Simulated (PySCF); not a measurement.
Si(H)(OMe)2(NH2), SMILES CO[SiH](N)OC (C2H9NO2Si), GFN2-xTB optimised geometry.

```
15

Si    -1.47    -0.81     0.00
N     -2.07    -1.57    -1.42
O     -1.92    -1.65     1.31
C     -1.53    -1.45     2.64
O      0.16    -0.81     0.00
C      1.00    -0.28    -0.98
H     -2.01     0.55     0.00
H     -3.07    -1.66    -1.51
H     -1.63    -2.42    -1.72
H     -1.99    -0.54     3.04
H     -0.45    -1.37     2.73
H     -1.87    -2.31     3.22
H      1.00     0.81    -0.94
H      2.01    -0.66    -0.80
H      0.67    -0.59    -1.98
```

Density from CAM-B3LYP/def2-TZVP in PySCF at that geometry.

Minimum of the electron density along straight lines between bonded atoms, close to the bond critical point (lines longer than 1.1 times the sum of covalent radii, or with two minima, are not listed):

```json
[
 {"bond": "Si1–N2", "length / Å": "1.722", "ρ at the minimum / e bohr⁻³": "0.137", "∇²ρ there / e bohr⁻⁵": "___", "position (fraction from the first atom)": "0.40"},
 {"bond": "Si1–O3", "length / Å": "1.621", "ρ at the minimum / e bohr⁻³": "0.146", "∇²ρ there / e bohr⁻⁵": "0.90", "position (fraction from the first atom)": "0.41"},
 {"bond": "O3–C4", "length / Å": "1.398", "ρ at the minimum / e bohr⁻³": "0.262", "∇²ρ there / e bohr⁻⁵": "-0.52", "position (fraction from the first atom)": "0.65"},
 {"bond": "Si1–O5", "length / Å": "1.626", "ρ at the minimum / e bohr⁻³": "0.144", "∇²ρ there / e bohr⁻⁵": "0.88", "position (fraction from the first atom)": "0.41"},
 {"bond": "O5–C6", "length / Å": "1.396", "ρ at the minimum / e bohr⁻³": "0.263", "∇²ρ there / e bohr⁻⁵": "-0.51", "position (fraction from the first atom)": "0.65"},
 {"bond": "Si1–H7", "length / Å": "1.462", "ρ at the minimum / e bohr⁻³": "0.130", "∇²ρ there / e bohr⁻⁵": "0.16", "position (fraction from the first atom)": "0.49"},
 {"bond": "N2–H8", "length / Å": "1.006", "ρ at the minimum / e bohr⁻³": "0.337", "∇²ρ there / e bohr⁻⁵": "-1.65", "position (fraction from the first atom)": "0.74"},
 {"bond": "N2–H9", "length / Å": "1.008", "ρ at the minimum / e bohr⁻³": "0.335", "∇²ρ there / e bohr⁻⁵": "-1.64", "position (fraction from the first atom)": "0.74"},
 {"bond": "C4–H10", "length / Å": "1.093", "ρ at the minimum / e bohr⁻³": "0.284", "∇²ρ there / e bohr⁻⁵": "-1.01", "position (fraction from the first atom)": "0.65"},
 {"bond": "C4–H11", "length / Å": "1.091", "ρ at the minimum / e bohr⁻³": "0.286", "∇²ρ there / e bohr⁻⁵": "-1.02", "position (fraction from the first atom)": "0.65"},
 {"bond": "C4–H12", "length / Å": "1.091", "ρ at the minimum / e bohr⁻³": "0.287", "∇²ρ there / e bohr⁻⁵": "-1.03", "position (fraction from the first atom)": "0.65"},
 {"bond": "C6–H13", "length / Å": "1.093", "ρ at the minimum / e bohr⁻³": "0.285", "∇²ρ there / e bohr⁻⁵": "-1.01", "position (fraction from the first atom)": "0.65"},
 {"bond": "C6–H14", "length / Å": "1.091", "ρ at the minimum / e bohr⁻³": "0.287", "∇²ρ there / e bohr⁻⁵": "-1.03", "position (fraction from the first atom)": "0.65"},
 {"bond": "C6–H15", "length / Å": "1.091", "ρ at the minimum / e bohr⁻³": "0.286", "∇²ρ there / e bohr⁻⁵": "-1.02", "position (fraction from the first atom)": "0.65"}
]
```

**Question.** What belongs in the gaps?

**Answer.** 
- Si1–N2, ∇²ρ there / e bohr⁻⁵: 0.53
